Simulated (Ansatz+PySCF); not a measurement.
Results of a calculation; reference values are marked as such.
## PySCF 2.14.0 run

```python
from pyscf import gto, dft

mol = gto.M(atom="""
V 0.000000 0.000000 0.000000
N 0.000000 0.000000 1.566000
""", basis='def2-svp', charge=0, spin=2)
mf = dft.UKS(mol, xc='wb97x')
mf.kernel()
print(mf.converged, mf.e_tot, mf.spin_square()[0])
```

The script is written out from the run's settings.

Results

| Property | Result |
| --- | --- |
| Converged | yes |
| Total energy | -998.43529 hartree |
| Spin squared of the determinant | 2.099 |
| Cycles | 17 |

Caution: another spin multiplicity may lie lower.
